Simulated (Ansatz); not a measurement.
Cost and result for the atomization energy of `F[Si](F)(F)[AlH2]` (7 atoms, 6 bonds).

```xyz
7

F     0.541    2.082   -0.499
Si   -0.043    0.635   -0.788
F     0.767    0.079   -2.037
F    -1.536    0.857   -1.287
Al    0.070   -0.896    1.142
H     0.697   -0.395    2.505
H    -0.496   -2.362    0.964
```

The species carries charge 0 and has multiplicity 1. Geometry: relaxed with PBE0-D4/def2-TZVP. Program: Ansatz. All runs use 2 threads of an Arm Neoverse V1 on a shared host. Times are those of one run each, without the atoms' runs, and a repeat can differ threefold. Electronic energies, without spin–orbit coupling; frozen cores. CCSD(T)/CBS adds CCSD(T) − MP2 in def2-TZVPP to the MP2 limit, and its time is that of the two runs behind it. T1 = 0.012.

CCSD(T)/CBS is a level of theory with its own doubt, some kJ/mol a heavy atom from the limit and from the frozen cores, so smaller differences don't rank the functionals.

```csv
level,functions,wall time,atomization (kJ/mol),difference from CCSD(T)/CBS,per bond
LDA (SPW92)/def2-TZVPP,205,1.4 s,2871.5,314.8,52.5
revPBE-D4/def2-TZVPP,205,2.4 s,2464.8,-91.9,-15.3
PBE-D4/def2-TZVPP (with forces),205,3 s,2537.6,-19.1,-3.2
BHLYP-D4/def2-TZVPP,205,3.6 s,2432.1,-124.6,-20.8
CCSD(T)/def2-SVP,88,3.8 s,2310.4,-246.3,-41.0
r2SCAN-D4/def2-TZVPP (with forces),205,6.5 s,2537.0,-19.7,-3.3
PBE-QIDH/def2-TZVPP,205,6.5 s,2495.2,-61.5,-10.3
r2SCANh-D4/def2-TZVPP,205,7 s,2511.6,-45.1,-7.5
ωB97X-V/def2-TZVPP,205,11 s,2546.6,-10.1,-1.7
ωB97M-V/def2-TZVPP (with forces),205,15 s,2531.9,-24.8,-4.1
MP2/def2-QZVPP,371,20 s,2615.1,58.4,9.7
CCSD(T)/def2-TZVPP,205,110 s,2473.2,-83.5,-13.9
CCSD(T)/CBS(def2),–,2.2 min,2556.7,0.0,0.0
```

At CCSD(T), def2-SVP lies −246.2 kJ/mol from the extrapolated value and def2-TZVPP −83.5 kJ/mol: correlation converges slowly with the basis, and small sets miss more of it in the bonded molecule than in its fragments. From BLYP to BHLYP (50 % exact exchange), in def2-TZVPP and without D4, the atomization energy moves by −69.2 kJ/mol: exact exchange takes away binding that semilocal exchange gives to molecules. The D4 term adds +22.1 kJ/mol with B3LYP and +11.5 kJ/mol with PBE0; it sums over pairs of atoms, weighted by their polarisabilities, and B3LYP, whose exchange is more repulsive, gets the larger term.

B3LYP here is the variant with VWN-RPA as its local correlation; programs differ in this.
